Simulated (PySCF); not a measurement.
# One molecule, several mistakes: AlBCH5Si cation

These are calculations, not measurements. They come from PySCF 2.14.0, an open-source quantum chemistry program, on an isolated molecule that a program drew, which may never have been made. The molecule is AlBCH5Si cation (charge +1, singlet), drawn as the SMILES string `[BH2][Al+][CH]=[SiH2]`.

Each row is a Hartree-Fock (HF) and frozen-core CCSD(T) single point in the cc-pV(D+d)Z basis, meant for a local HF minimum. Run 1 is clean. Each other run has one planted mistake out of seven kinds, and not every kind appears here: one electron removed, one electron added, multiplicity raised by two, geometry at a saddle point, minimal basis STO-3G, one bond length entered in bohr, all coordinates scaled. The reference is restricted for singlets and unrestricted otherwise, and also for a bond in bohr. Adding or removing an electron swaps singlet and doublet. Electrons count all cores. HOMO and LUMO are orbital energies over both spins, the gradient is its largest component, and the lowest frequency (negative if imaginary) is given only where the gradient is small. Bond lengths are over the 8 bonds as drawn. T1 is the CCSD diagnostic: over 0.02 (restricted) or 0.045 (unrestricted) a single reference is doubtful.

Geometry of the clean run:
```xyz
9
AlBCH5Si cation, angstrom
B    -0.2848    2.3437   -1.3765
Al   -0.5257    1.4895    0.5902
C    -0.7249    0.7535    2.2696
Si    0.0962   -0.6038    2.9267
H    -0.9386    3.2934   -1.6741
H     0.4966    1.8508   -2.1279
H    -1.4493    1.2320    2.9314
H     1.0952   -1.3367    2.1400
H    -0.1344   -1.1130    4.2799
```

| run | electrons | basis functions | <S^2> | HOMO (eV) | LUMO (eV) | gradient (hartree/bohr) | lowest frequency (cm^-1) | mean bond (Å) | longest bond (Å) | T1 | HF (hartree) | CCSD(T) (hartree) | mistake |
|---|---|---|---|---|---|---|---|---|---|---|---|---|---|
| 1 | 42 | 99 | 0.000 | -13.77 | -4.44 | 1.1e-05 | 80 | 1.5155 | 2.158 | 0.0146 | -596.00572 | -596.41768 | no fault |
| 2 | 42 | 33 | 0.000 | -11.05 | 0.05 | 2.1e-02 | - | 1.5155 | 2.158 | 0.0196 | -589.06046 | -589.28343 | minimal basis STO-3G |
| 3 | 42 | 99 | 0.935 | -12.96 | -5.06 | 1.1e-02 | - | 1.7555 | 4.077 | 0.0345 | -595.92068 | -596.31008 | one bond length entered in bohr |
| 4 | 42 | 99 | 2.023 | -10.40 | -5.49 | 8.7e-02 | - | 1.5155 | 2.158 | 0.0459 | -595.91563 | -596.30302 | multiplicity raised by two |
| 5 | 42 | 99 | 0.000 | -13.28 | -4.41 | 2.2e-02 | - | 1.5852 | 2.257 | 0.0163 | -595.99001 | -596.40947 | ? |
| 6 | 43 | 99 | 0.952 | -5.85 | 1.07 | 5.1e-02 | - | 1.5155 | 2.158 | 0.0383 | -596.19323 | -596.63136 | ? |

**Which mistake was planted in run 5, and what did it cost?**

The mean and the longest bond both change by the same factor, 1.046, and the gradient is no longer small. So the mistake is: all coordinates scaled. Subtracting run 1 and multiplying by 627.51 kcal/mol a hartree, the energy moved by 9.9 kcal/mol in HF and 5.2 kcal/mol in CCSD(T).

**Which mistake was planted in run 6, and what did it cost?**

It counts 43 electrons, one more than the clean run, at the same geometry and basis. So the mistake is: one electron added. Subtracting run 1 and multiplying by 627.51 kcal/mol a hartree, the energy moved by -117.7 kcal/mol in HF and -134.1 kcal/mol in CCSD(T).

Cautions from the logs. Run 4: T1 is over the limit, so its CCSD(T) energy is less reliable.
